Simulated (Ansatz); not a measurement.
Br3Re, SMILES [Re]([Br])([Br])[Br] (connectivity only; charge and spin as stated), neutral, multiplicity 5. Atoms are numbered in the order given.

```xyz
4

Re     0.0039    -0.1973     0.0000
Br     0.0042    -0.8881     2.3320
Br     0.0042    -0.8881    -2.3320
Br     0.0024     2.1891     0.0000
```
Charge 0, spin multiplicity 5.

Geometry: r2SCAN-D4/def2-SVP. The multiplicity is an assumed one; other spin states were not compared. The def2 effective core potentials stand for the cores of Re; spin–orbit coupling is left out.

Two levels are set side by side: PBE-D3(BJ)/def2-SVP (Ansatz, a program for electronic structure) and r2SCAN-D4/def2-SVP (Ansatz). Each level has its own optimised geometry; the coordinates shown are those of the second. Differences are taken from unrounded values.

| quantity | r2SCAN-D4 | PBE-D3(BJ) | PBE-D3(BJ) minus r2SCAN-D4 |
|---|---|---|---|
| mean bond length (Å) | 2.417 | 2.419 | 0.002 |
| bond Re1–Br2 (Å) | 2.432 | 2.434 | 0.002 |
| bond Re1–Br3 (Å) | 2.432 | 2.434 | 0.002 |
| bond Re1–Br4 (Å) | 2.386 | 2.390 | 0.003 |

Here PBE gives about what the other level gives.
